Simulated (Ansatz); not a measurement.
Geometry optimisation, Ansatz 0.2.0, RKS PBE-D4/def2-SVP.

Input file:

```yaml
crystal:
  periodic: [false, false, false]
  atoms:
    - { symbol: "N", position_ang: [-0.6053, 1.3328, 0.537] }
    - { symbol: C, position_ang: [0.2833, 0.366, 0.1423] }
    - { symbol: Al, position_ang: [2.0927, 0.4615, 0.8592] }
    - { symbol: C, position_ang: [0.0366, -0.6175, -0.6902] }
    - { symbol: Sb, position_ang: [-1.9765, -0.8907, -1.5878] }
    - { symbol: H, position_ang: [-0.3661, 2.1579, 1.1742] }
    - { symbol: H, position_ang: [-1.6099, 1.3876, 0.181] }
    - { symbol: H, position_ang: [2.55098, 1.64054, 1.89259] }
    - { symbol: H, position_ang: [3.23827, -0.65353, 0.43921] }
    - { symbol: H, position_ang: [0.7037, -1.3728, -0.9282] }
    - { symbol: H, position_ang: [-1.6105, -2.5383, -2.0144] }
    - { symbol: H, position_ang: [-2.6432, -1.3691, -0.0082] }
basis:
  gaussian: { orbitals: def2-SVP }
hamiltonian:
  xc: pbe
  dispersion: d4
relax:
  f_tol: 0.015
  max_steps: 40
```

Launched with:

```bash
$ ansatz run input.yaml --threads 2 --pin off --max-ram 3072MiB --backend cpu --events-out ev --progress --plain --runs-dir out
```

Problem. Where does it end, and by what steps?

Solution. It converged. The force dipped under the threshold on the way, but the program's further checks kept it going. After 32 steps the energy has fallen by 0.441 eV; H11 moved furthest, 0.95 Å.

```csv
step,energy less start (eV),largest force component (eV/Å),accepted
0,0.0000,2.847,yes
2,-0.3522,0.279,yes
4,-0.3762,0.090,yes
6,-0.3804,0.071,yes
8,-0.3836,0.152,yes
10,-0.3886,0.057,yes
12,-0.3933,0.174,yes
14,-0.4037,0.101,yes
16,-0.4254,0.191,yes
18,-0.4335,0.228,yes
20,-0.4383,0.089,yes
22,-0.4395,0.048,yes
24,-0.4405,0.017,yes
26,-0.4407,0.035,yes
28,-0.4410,0.011,yes
30,-0.4412,0.018,yes
32,-0.4413,0.012,yes
```

```xyz
12
Properties=species:S:1:pos:R:3
N -0.688 1.343 0.457
C 0.303 0.459 0.082
Al 2.125 0.472 0.808
C 0.121 -0.600 -0.775
Sb -1.738 -1.129 -1.767
H -0.543 1.888 1.306
H -1.664 1.056 0.311
H 2.459 1.324 2.130
H 3.223 -0.432 0.080
H 0.994 -1.200 -1.083
H -1.766 -2.734 -1.097
H -2.732 -0.542 -0.456
```

Whether the end is a true minimum wasn't checked by a vibrational analysis.

The run took 69 s on 2 threads of Intel(R) Xeon(R) Platinum 8488C (Sapphire Rapids), with other jobs on the host, peak memory 0.19 GiB.
